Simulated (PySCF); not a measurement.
Working with the constants of ScAl

BLYP constants of ScAl, ³Σ⁻ (triplet), unpaired electrons π ↑↑ (basis Sc def2-TZVPP, Al def2-TZVPP; no relativity; PySCF 2.14; masses 44.9559 and 26.9815 u):

- ωe: 242.2 cm⁻¹
- ωexe: 1.2 cm⁻¹
- Be: 0.12892 cm⁻¹
- αe: 0.000835 cm⁻¹
- D (centrifugal): 1.46e-07 cm⁻¹
- De to Sc (3d1 4s2) + Al: 1.41 eV

**Question.** Give the vibrational terms G(v) and spacings up to v = 3.

**Answer.** G(v) = ωe(v+½) − ωexe(v+½)².

```csv
v,G(v) (cm⁻¹),G(v) − G(v−1),Bv (cm⁻¹)
0,121,,0.1285
1,361,240,0.1277
2,598,237,0.1268
3,833,235,0.1260
```

**Question.** How well does the Morse estimate ωe²/(4ωexe) reproduce De, and what is D0?

**Answer.** It gives 1.52 eV, 107 % of the computed De. D0 = De − G(0) = 1.41 − 0.01 = 1.40 eV.

The metal atom is held in its measured ground configuration; semilocal functionals can put another filling of s and d lower by some tenths of an eV, and De to that atom would be smaller. The state is the lowest single determinant that the PBE0 search found; with open d or f shells the true ground state can be another one.
